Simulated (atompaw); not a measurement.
# LDA (PW92) PAW (atompaw) dataset for Cs (Z = 55), scalar-relativistic all-electron reference.

atompaw 4.2.0.5 was run on this input:

```
Cs 55
LDA-PW scalarrelativistic loggrid 2001 logderivrange -3 5 201
6 6 5 0 0 0
6 0 1
6 1 0
5 2 0
0 0 0
c
c
c
c
c
v
c
c
c
v
v
c
c
v
2
3.00 2.50 2.95 1.65
y
0.35
n
n
y
4.85
n
custom rrkj vanderbiltortho besselshape
3 0.5 vpsmatchnc
3.00
1.65
3.00
3.00
3.00
3.00
PWSCFOUT
UPFDX 0.0125d0 UPFXMIN -7.d0 UPFZMESH 55.d0
END
```

Command:

```bash
atompaw < Cs.input > Cs.log
```

Resulting log (summary file):

```
[... start of the log left out ...]
   Valence                  :     -388.31368652737638

 PAW parameters:
       lmax =            2
         rc =    3.0045429817457108
        irc =         1511
   rc_shape =    2.5074846869952023
    rc_vloc =    2.9645628006277747
    rc_core =    1.6553278839929442
   Vloc: VPS match (norm-conservation) with l= 3;e=   5.0000E-01
   Projector type: RRKJ pseudization + Vanderbilt ortho.
   Bessel compensation charge shape zeroed at   2.5075E+00

 Number of basis functions     6
 No.   n  nodes  l      Energy         Cp coeff         Occ
  1    6    5    0   -0.1635382E+00  0.1358152E+02  0.1000000E+01
  2  999    6    0    0.3500000E+00  0.1013424E+02  0.0000000E+00
  3    5    3    1   -0.1000029E+01 -0.5909741E+01  0.6000000E+01
  4    6    4    1   -0.5731846E-01 -0.3746583E+02  0.0000000E+00
  5    5    2    2   -0.3512590E-01  0.1271949E+02  0.0000000E+00
  6  999    3    2    0.4850000E+01  0.4348029E+00  0.0000000E+00

 Eigenvalues of overlap operator (in the basis of projectors):
    1       -1.18204056E+00
    2       -2.92224064E-01
    3        7.47124028E+00
    4        1.16031067E+01
    5        2.19751108E+02
    6        7.97091557E+03

The overlap operator has at least one negative eigenvalue!
It might be not positive definite...
Program is stopping.
This probably means that your projectors are too similar
or that your PAW basis is incomplete.
Advice: try to change your input parameters (f.i. : reference energies).
```

The run stopped because the overlap operator built from these waves and projectors is not positive definite.

The run took about 7.1 s on one core of a shared server CPU.
